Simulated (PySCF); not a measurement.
Simulated Cl 2p region for `C[NH][Ge]([Cl])([Cl])[NH]C` (GeCl2(NHMe)2), binding energy against the vacuum level.

Every computed line was given a Gaussian of 0.7 eV full width at half maximum and an area set by the number of equivalent atoms (split 2:1 within a doublet); the highest printed point is 100. Level of theory: delta-SCF UKS SCAN, pcX-2 on the ionised atom, pcseg-1 elsewhere, spin-free X2C (PySCF 2.14.0).

| binding energy (eV) | intensity |
| --- | --- |
| 204.4 | 0 |
| 204.5 | 1 |
| 204.6 | 3 |
| 204.7 | 7 |
| 204.8 | 15 |
| 204.9 | 28 |
| 205.0 | 45 |
| 205.1 | 65 |
| 205.2 | 84 |
| 205.3 | 97 |
| 205.4 | 100 |
| 205.5 | 92 |
| 205.6 | 76 |
| 205.7 | 56 |
| 205.8 | 37 |
| 205.9 | 21 |
| 206.0 | 11 |
| 206.1 | 6 |
| 206.2 | 3 |
| 206.3 | 3 |
| 206.4 | 6 |
| 206.5 | 10 |
| 206.6 | 18 |
| 206.7 | 27 |
| 206.8 | 37 |
| 206.9 | 45 |
| 207.0 | 50 |
| 207.1 | 49 |
| 207.2 | 43 |
| 207.3 | 33 |
| 207.4 | 23 |
| 207.5 | 14 |
| 207.6 | 8 |
| 207.7 | 4 |
| 207.8 | 2 |
| 207.9 | 1 |
| 208.0 | 0 |

How many maxima does the curve show, and how many computed lines lie under it?

The curve has 2 maxima (at 205.4 and 207.0 eV). Under it lie 2 lines from 1 inequivalent chlorine site, drawn as a 2p3/2, 2p1/2 pair.

Decompose the envelope and assign each component. Bonds: Ge1–Cl2, Ge1–Cl3, Ge1–N4, Ge1–N10, N4–C5, N10–C11. Hydrogens: H6 on N4; H7, H8, H9 on C5; H12 on N10; H13, H14, H15 on C11.

```csv
position (eV),relative area,line,atoms,environment
205.38,1.33,Cl 2p3/2,Cl2/Cl3,chlorine bonded to Ge
207.03,0.67,Cl 2p1/2,Cl2/Cl3,chlorine bonded to Ge
```

What are the centre and the root-mean-square width of the whole band?

The area-weighted mean of the lines is 205.93 eV. Their own spread about it is 0.78 eV (rms) and each Gaussian has σ = 0.7/2.355 = 0.30 eV; the variances add, which gives 0.83 eV.

The curve has no shake-up lines and no vibrational structure. Topologically equivalent atoms share the value of their first member; where this conformer doesn't relate them by symmetry, their own values could differ. For 2p shells one spin-free hole was relaxed; a mean-field spin–orbit operator and the ground-state splitting of the three 2p orbitals were then diagonalised within the shell. The shell's mean is (2 × 2p3/2 + 2p1/2)/3, and the degeneracies 2j + 1 give areas of 2:1. 2p1/2 minus 2p3/2 (ligand field included): Cl 1.65 eV. One conformer (not necessarily the lowest) at the PBE0-D3(BJ)/def2-SVP geometry, without solvent, vibrations or thermal averaging.
